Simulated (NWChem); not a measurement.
Molecule: SiH4S; SMILES S[SiH3]

```xyz
6

Si     0.0156     1.0289     0.0000
S      0.0594    -1.1076     0.0000
H     -0.6627     1.5613     1.2089
H      1.4398     1.4400    -0.0035
H     -0.6687     1.5607    -1.2058
H     -1.2773    -1.2448     0.0001
```
Atoms are numbered in this order, from 1.

Computed with NWChem. Pople sets run with spherical d functions. Structure relaxed at the PBE0-D3(BJ)/def2-TZVP level. Ions are spin-unrestricted doublets at the neutral geometry; other ion states weren't tried. Functional: LC-ωPBE (HJS hole) with 6-31G*; rows give the range parameter ω in 1/bohr.

```json
[
 {"range parameter (1/bohr)": "0.10", "vertical ionisation energy, ΔSCF (eV)": "9.72", "−ε(HOMO) (eV)": "7.64", "ΔSCF minus −ε(HOMO) (eV)": "2.08"},
 {"range parameter (1/bohr)": "0.20", "vertical ionisation energy, ΔSCF (eV)": "9.84", "−ε(HOMO) (eV)": "8.80", "ΔSCF minus −ε(HOMO) (eV)": "1.04"},
 {"range parameter (1/bohr)": "0.25", "vertical ionisation energy, ΔSCF (eV)": "___", "−ε(HOMO) (eV)": "___", "ΔSCF minus −ε(HOMO) (eV)": "___"},
 {"range parameter (1/bohr)": "0.30", "vertical ionisation energy, ΔSCF (eV)": "9.95", "−ε(HOMO) (eV)": "9.62", "ΔSCF minus −ε(HOMO) (eV)": "0.33"},
 {"range parameter (1/bohr)": "0.50", "vertical ionisation energy, ΔSCF (eV)": "10.05", "−ε(HOMO) (eV)": "10.56", "ΔSCF minus −ε(HOMO) (eV)": "-0.51"}
]
```

Problem. Fill in the missing entries.

Solution. 
- 0.25, vertical ionisation energy, ΔSCF (eV): 9.90
- 0.25, −ε(HOMO) (eV): 9.25
- 0.25, ΔSCF minus −ε(HOMO) (eV): 0.65
